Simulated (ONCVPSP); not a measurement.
Tl: what ONCVPSP 4.0.1 does with a changed input

Command:

```bash
oncvpspr.x < Tl.dat > Tl.out
```

Input:

```
# ATOM AND REFERENCE CONFIGURATION
# atsym  z   nc   nv     iexc    psfile
  Tl 81.00   12    3  -106131      upf
#
#   n    l    f
    1    0    2.00
    2    0    2.00
    2    1    6.00
    3    0    2.00
    3    1    6.00
    3    2   10.00
    4    0    2.00
    4    1    6.00
    4    2   10.00
    5    0    2.00
    5    1    6.00
    4    3   14.00
    5    2   10.00
    6    0    2.00
    6    1    1.00
#
# PSEUDOPOTENTIAL AND OPTIMIZATION
# lmax
    3
#
#   l,   rc,      ep,       ncon, nbas, qcut
    0    2.10    0.00    4    7    2.50
    1    2.55    0.00    4    8    3.70
    2    0.90    0.00    3    6   10.80
    3    0.90    0.00    4    8   16.20
#
# LOCAL POTENTIAL
# lloc, lpopt,  rc(5),   dvloc0
    2    5    0.90    0.00
#
# VANDERBILT-KLEINMAN-BYLANDER PROJECTORs
# l, nproj, debl
    0    2    1.20
    1    2    3.60
    2    0    1.00
    3    1    2.70
#
# MODEL CORE CHARGE
# icmod, fcfact, rcfact
    1    0.65    0.00
#
# LOG DERIVATIVE ANALYSIS
# epsh1, epsh2, depsh
   -6.00    5.00    0.04
#
# OUTPUT GRID
# rlmax, drl
    6.00    0.01
#
# TEST CONFIGURATIONS
# ncnf
    4
# nvcnf
#   n    l    f
    4
    4    3   14.00
    5    2   10.00
    6    0    2.00
    6    1    0.00
#
    4
    4    3   14.00
    5    2   10.00
    6    0    1.00
    6    1    0.00
#
    4
    4    3   14.00
    5    2   10.00
    6    0    0.00
    6    1    0.00
#
    4
    4    3   14.00
    5    2    9.00
    6    0    2.00
    6    1    2.00
#
```

This is an input that runs to its end, with one change: 1 shell moved into the core by nc and nv alone. The unchanged file is no sound one. Note: ghosts flagged at negative energy: s at -128.4 eV; GHOST(+) flagged for p3/2 at 39.2 eV, p1/2 at 63.5 eV. A true bound ghost makes a file unfit for plane-wave use. The potential misses its own reference levels by up to 1.4 eV, so it is not fit for use.

Question: How does the run end?

Answer: The program refuses the input: "test_data: negative ion, test configuration 1".

```
ONCVPSP  (Optimized Norm-Conservinng Vanderbilt PSeudopotential)
relativistic version 4.0.1

test_data: negative ion, test configuration   1
test_data: negative ion, test configuration   2
test_data: negative ion, test configuration   3
test_data: negative ion, test configuration   4
ERROR: test_data found   4 ERROR; stopping
```
